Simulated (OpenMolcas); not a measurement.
# How basis sets differ on GaH2ClO (SMILES [OH][GaH][Cl])

GaH2ClO: 5 atoms, total charge 0, spin state singlet. SMILES: `[OH][GaH][Cl]`. Geometry: relaxed at PBE0-D4/def2-TZVP. This is one conformer, not always the lowest.

```tsv
atom	x (Å)	y (Å)	z (Å)
O	-1.1524	0.5160	-0.4969
Ga	0.4700	0.2081	0.1462
Cl	0.9275	-1.8566	0.5046
H	-1.6723	-0.2818	-0.6223
H	1.4772	1.3406	0.4269
```

Quantity: the dipole moment, in D. The values are calculated.

| level | kind | program | value (D) | CPU time |
| --- | --- | --- | --- | --- |
| HF/ANO-R0 (sfX2C) | Hartree–Fock | OpenMolcas | 2.21 | 2.5 s |
| HF/ANO-RCC-MB (DKH2) | Hartree–Fock | OpenMolcas | 1.02 | 7 s |
| HF/STO-3G | Hartree–Fock | OpenMolcas | 1.59 | 1.6 s |
| HF/3-21G | Hartree–Fock | OpenMolcas | 1.13 | 2.1 s |
| HF/def2-SVPD | Hartree–Fock | OpenMolcas | 0.57 | 13 s |

All-electron rows without a relativistic Hamiltonian named are non-relativistic. The values span 0.57 to 2.21 D. Magnitudes only. Sets without polarisation functions give poor dipoles. CPU times are rough (shared hosts, several kinds of processor and program).
